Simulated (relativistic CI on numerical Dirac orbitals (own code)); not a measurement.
d3 in a ligand field

Computed with a parametric ligand-field model of a d^n configuration (Racah B and C, spin-orbit zeta, crystal field), exact diagonalisation.

Field parameters in Wybourne normalisation: Td as Oh with Dq negative (B⁴₀ = 21Dq, B⁴₄ = √(5/14) B⁴₀). The field is a parameter set, without covalency.

B = 1120 cm⁻¹, C = 4450 cm⁻¹ (C/B = 3.97), Td, no spin-orbit coupling. Tanabe-Sugano data, E/B above the lowest term (Δ = |10Dq|; b, c mark the second and third term of a kind):

| Δ/B | 4T1 | 4T2 | 4A2 | 4T1(b) | 2E | 2T1 | 2T2 |
| --- | --- | --- | --- | --- | --- | --- | --- |
| 1.0 | 0.00 | 0.81 | 1.81 | 15.62 | 16.23 | 16.50 | 16.30 |
| 1.9 | 0.00 | 1.56 | 3.46 | 16.21 | 16.02 | 16.84 | 16.59 |
| 2.8 | 0.00 | 2.32 | 5.12 | 16.83 | 15.52 | 17.05 | 16.83 |
| 3.7 | 0.00 | 3.08 | 6.78 | 17.47 | 14.87 | 17.18 | 17.03 |
| 4.6 | 0.00 | 3.87 | 8.47 | 18.14 | 14.13 | 17.24 | 17.18 |
| 5.5 | 0.00 | 4.66 | 10.16 | 18.82 | 13.34 | 17.27 | 17.30 |
| 6.4 | 0.00 | 5.46 | 11.87 | 19.52 | 12.52 | 17.28 | 17.39 |
| 7.3 | 0.00 | 6.27 | 13.58 | 20.24 | 11.68 | 17.27 | 17.45 |
| 8.2 | 0.00 | 7.08 | 15.28 | 20.97 | 10.84 | 17.25 | 17.50 |
| 9.1 | 0.00 | 7.91 | 17.00 | 21.72 | 9.98 | 17.23 | 17.54 |
| 10.0 | 0.00 | 8.74 | 18.74 | 22.47 | 9.12 | 17.20 | 17.57 |
| 10.9 | 0.00 | 9.57 | 20.47 | 23.24 | 8.25 | 17.17 | 17.59 |
| 11.8 | 0.00 | 10.41 | 22.21 | 24.02 | 7.37 | 17.14 | 17.60 |
| 12.7 | 0.00 | 11.25 | 23.94 | 24.79 | 6.50 | 17.11 | 17.61 |
| 13.6 | 0.00 | 12.09 | 25.69 | 25.59 | 5.62 | 17.08 | 17.61 |
| 14.5 | 0.00 | 12.94 | 27.44 | 26.39 | 4.74 | 17.05 | 17.61 |
| 15.4 | 0.00 | 13.80 | 29.20 | 27.19 | 3.86 | 17.02 | 17.61 |
| 16.3 | 0.00 | 14.65 | 30.96 | 28.00 | 2.97 | 16.99 | 17.61 |
| 17.2 | 0.00 | 15.51 | 32.70 | 28.81 | 2.10 | 16.96 | 17.60 |
| 18.1 | 0.00 | 16.37 | 34.47 | 29.64 | 1.21 | 16.94 | 17.60 |
| 19.0 | 0.00 | 17.23 | 36.23 | 30.46 | 0.32 | 16.91 | 17.59 |
| 19.9 | 0.57 | 18.66 | 38.57 | 31.86 | 0.00 | 17.45 | 18.15 |
| 20.8 | 1.46 | 20.42 | 41.23 | 33.58 | 0.00 | 18.32 | 19.04 |
| 21.7 | 2.34 | 22.16 | 43.86 | 35.30 | 0.00 | 19.18 | 19.91 |

The ground term changes from 4T1 to 2E between Δ/B = 19.0 and 19.9.
